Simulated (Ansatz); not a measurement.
Consider the ligand exchange at the Si–C bond: `O[SiH2]CBr` + `BN` → `BN[SiH2]O` + `CBr`.

Gas-phase electronic energies from Ansatz, PBE0-D4/def2-TZVP geometries. CCSD(T)/CBS adds triple-zeta CCSD(T) − MP2 to the extrapolated MP2 energy (def2 sets, frozen cores). This one scheme is used for every species. Functionals use def2-TZVPP. For Br outer-core shells are correlated without core-valence functions, which leaves a few kJ/mol of doubt a bond. Scalar relativity is left out up to krypton. Each species was taken in one conformer, which may not be the lowest.

```
             level  ΔE (kJ/mol)
       LDA (SPW92)        -48.4
           r2SCAN0        -58.0
             BHLYP        -63.8
SCS-MP2/def2-TZVPP        -61.5
```

Q: What does CCSD(T)/CBS give? (Best estimate.)

A: Computed: -57.2 kJ/mol. The listed levels differ from it by 8.8, -0.8, -6.6, -4.3 kJ/mol.

Largest T1 diagnostic among the species: 0.012.

From PBE to PBE0 (25 % exact exchange), in def2-TZVPP and without D4, ΔE moves by −3.7 kJ/mol. Leaving LDA and LC-ωPBE aside and taking each functional with its dispersion term where it has one, the values, not all of them listed here, spread over 12.5 kJ/mol, from BHLYP-D4 to PBE-D4. In def2-TZVPP, CCSD(T) changes the Hartree–Fock value by +12.2 kJ/mol (the triples alone add +1.6 kJ/mol) and MP2 by +11.7 kJ/mol.
